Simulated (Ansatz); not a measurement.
Z-matrix (Å, degrees):
```
B
O 1 1.3512
H 2 0.9633 1 114.12
H 1 1.1918 2 116.75 3 179.99
H 1 1.1973 4 122.57 2 180.00
```
Charge 0, multiplicity 1.

Method: frozen-core CCSD(T)/cc-pVTZ // B3LYP-D3(BJ)/def2-TZVP (Ansatz, a program for electronic structure).

HF energy: -101.36850 Ha
MP2 correlation energy: -0.35183 Ha

Task: Estimate the CCSD correlation energy, the (T) correction, the total energy and the T1 diagnostic.

Result: 
The CCSD correlation energy comes out as -0.36849 Ha. The (T) correction comes out as -0.01206 Ha and the CCSD(T) total energy comes out as -101.74905 Ha. The T1 diagnostic comes out as 0.014.
